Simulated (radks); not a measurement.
Q: All-electron atom: Tl III in [Xe] 4f14 6s2 5d(up 5, down 4) (not the ground configuration). Method: scalar-relativistic Kohn-Sham, PBE, spin-polarised, spherical densities, point nucleus; computed with a radial shooting solver on a logarithmic mesh with Libxc functionals. Some entries of the table are withheld. Estimate them.

| orbital | occ. | eigenvalue (eV) | <r> (bohr) | r(max) (bohr) |
|---|---|---|---|---|
| 1s up | 1 | -85661.11 | 0.01631 | 0.01003 |
| 1s down | 1 | -85661.11 | 0.01631 | 0.01003 |
| 2s up | 1 | -15270.04 | 0.06873 | 0.05812 |
| 2s down | 1 | -15269.94 | 0.06873 | 0.05812 |
| 2p up | 3 | -13133.92 | 0.06235 | 0.04833 |
| 2p down | 3 | -13133.84 | 0.06235 | 0.04833 |
| 3s up | 1 | -3661.823 | 0.1775 | 0.1639 |
| 3s down | 1 | -3661.785 | 0.1775 | 0.1639 |
| 3p up | 3 | -3047.174 | 0.1793 | 0.1638 |
| 3p down | 3 | -3047.132 | 0.1793 | 0.1638 |
| 3d up | 5 | -2411.223 | 0.1624 | 0.1334 |
| 3d down | 5 | -2411.152 | 0.1624 | 0.1334 |
| 4s up | 1 | -834.6293 | 0.3916 | 0.3688 |
| 4s down | 1 | -834.5372 | 0.3916 | 0.3688 |
| 4p up | 3 | -633.1962 | 0.4176 | 0.3890 |
| 4p down | 3 | -633.1109 | 0.4176 | 0.3890 |
| 4d up | 5 | -397.3268 | 0.4398 | 0.3954 |
| 4d down | 5 | -397.2279 | 0.4397 | 0.3954 |
| 5s up | 1 | -153.2277 | 0.8756 | 0.8075 |
| 5s down | 1 | -152.6547 | 0.8748 | 0.8069 |
| 4f up | 7 | -136.3255 | 0.4676 | 0.3580 |
| 4f down | 7 | -136.1947 | 0.4673 | 0.3580 |
| 5p up | 3 | -98.1197 | 1.003 | (1) |
| 5p down | 3 | -97.4360 | 1.002 | (2) |
| 5d up | 5 | -36.5105 | 1.332 | (3) |
| 5d down | 4 | -35.8014 | 1.336 | (4) |
| 6s up | 1 | -26.9684 | (5) | 1.960 |
| 6s down | 1 | -26.6267 | (6) | 1.969 |

A: 
(1) 5p up r(max) (bohr): 0.9035
(2) 5p down r(max) (bohr): 0.9027
(3) 5d up r(max) (bohr): 1.104
(4) 5d down r(max) (bohr): 1.104
(5) 6s up <r> (bohr): 2.217
(6) 6s down <r> (bohr): 2.230
